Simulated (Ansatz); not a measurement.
Breaking the Zn1–H2 bond in GeH4Zn (SMILES [ZnH][GeH3]) (multiplicity 1 held, fragments rigid). Energies count from the point at 1.556 Å.
Geometry at that point (charge 0, multiplicity 1):
```tsv
atom	x (Å)	y (Å)	z (Å)
Zn	-0.7925	-0.1904	-0.9931
H	-1.7524	-0.4211	-2.1959
Ge	0.6980	0.1677	0.8747
H	1.7617	-0.9450	1.0057
H	1.4762	1.4979	0.7651
H	-0.0473	0.2138	2.2271
```

R- and RO- levels are restricted; in cc, def2 and unpolarised 6-31G sets they are followed outwards from rest. Unrestricted levels (U-) break spin symmetry where that is lower. Curves can end on different states.

Run with Ansatz (Gaussian orbitals). Each number belongs to the level named beside it.

One of these levels gives 95.25 kcal/mol for the energy at R = 4.980 Å. Which?
A) R-PBE/def2-TZVPP
B) U-PBE/def2-TZVPP
C) R-r2SCAN/def2-TZVPP

A, R-PBE/def2-TZVPP. The others give 74.42 (U-PBE/def2-TZVPP), 104.56 (R-r2SCAN/def2-TZVPP)

Doubts at one or more of the structures used: a restricted determinant that unrestricted orbitals would lower (R-PBE/def2-TZVPP, R-r2SCAN/def2-TZVPP); a spin-contaminated determinant (U-PBE/def2-TZVPP).

Ansatz is an electronic-structure program.
